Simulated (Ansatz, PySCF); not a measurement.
Pair of molecules: N2 (SMILES N#N) (first 2 atoms) with C2H6O (SMILES CCO); geometry from B3LYP-D3(BJ)/def2-TZVP, rigid monomers moved along the line of their centres of mass till N2···H11 is 2.20 Å.
(charge 0, multiplicity 1):
```xyz
11

N      1.144     0.987    -0.193
N      0.771     0.246     0.515
C     -1.283     0.534     3.497
C      0.172     0.171     3.746
O      0.523    -1.100     3.211
H     -1.529     1.491     3.964
H     -1.943    -0.231     3.908
H     -1.488     0.622     2.427
H      0.831     0.953     3.347
H      0.367     0.100     4.817
H      0.422    -1.061     2.254
```

Interaction energies are E(AB) − E(A) − E(B) at the monomers' geometry in the complex; basis-set methods are counterpoise corrected.

Cores are frozen in the correlated methods.

Run with Ansatz (Gaussian basis) for Hartree–Fock, density functionals and correlated methods; PySCF for the dispersion terms. Each number belongs to the level named beside it.

PBE/def2-TZVPPD gives -0.20 kcal/mol for the interaction energy.

Task: Where do these levels fall relative to PBE: PBE-D3(BJ)/def2-TZVPPD, r2SCAN/def2-TZVPPD, B3LYP/def2-TZVPPD, wB97M-V/def2-TZVPPD, MP2/aug-cc-pVDZ, CCSD(T)/aug-cc-pVDZ.

Result: PBE-D3(BJ)/def2-TZVPPD -0.99; r2SCAN/def2-TZVPPD -0.25; B3LYP/def2-TZVPPD 0.73; wB97M-V/def2-TZVPPD -0.68; MP2/aug-cc-pVDZ -0.54; CCSD(T)/aug-cc-pVDZ -0.35 kcal/mol. 1 of 6 lie above PBE; the widest gap is to PBE-D3(BJ)/def2-TZVPPD.

Ansatz is a program for electronic structure.
